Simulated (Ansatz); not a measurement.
`[BH2][Al]([SiH3])[O][SiH3]`. Charge 0, multiplicity 1. Geometry: relaxed with PBE0-D4/def2-TZVP. It is one conformer, not always the lowest.

```xyz
13

B    -1.293    0.616    2.372
Al   -0.132    0.323    0.620
Si    1.987    1.460    0.084
O    -0.688   -0.798   -0.519
Si   -0.938   -1.799   -1.772
H    -2.166    1.435    2.440
H    -1.105   -0.003    3.383
H     3.148    0.549    0.304
H     2.213    2.665    0.934
H     2.038    1.902   -1.340
H     0.344   -2.114   -2.460
H    -1.861   -1.166   -2.752
H    -1.545   -3.070   -1.295
```

(1) What is the dipole moment at B3LYP/def2-TZVPP? (Best estimate.)

(2) And with PBE, r2SCAN, ωB97M-V? (Estimate.)

(3) Give the Mulliken charges with B3LYP, PBE, ωB97M-V in def2-TZVPP. (An estimate is asked.)

Answers

(1) Ansatz gave: 0.81 D, with components (-0.43, 0.16, 0.66) D in this frame, pointing from negative to positive charge.

(2) The calculation gave: PBE 0.77 D, r2SCAN 0.79 D, ωB97M-V 0.85 D.

(3) Computed: 
```tsv
atom	B3LYP	PBE	ωB97M-V
B1	-0.07	-0.08	-0.16
Al2	0.34	0.33	0.34
Si3	0.03	-0.04	-0.07
O4	-0.33	-0.25	-0.33
Si5	0.35	0.28	0.26
H6	0.05	0.04	0.09
H7	0.05	0.04	0.09
H8	-0.06	-0.04	-0.03
H9	-0.06	-0.04	-0.02
H10	-0.06	-0.04	-0.02
H11	-0.08	-0.07	-0.04
H12	-0.08	-0.07	-0.05
H13	-0.08	-0.07	-0.04
```

B3LYP here is the variant with VWN-RPA as its local correlation; programs differ in this.
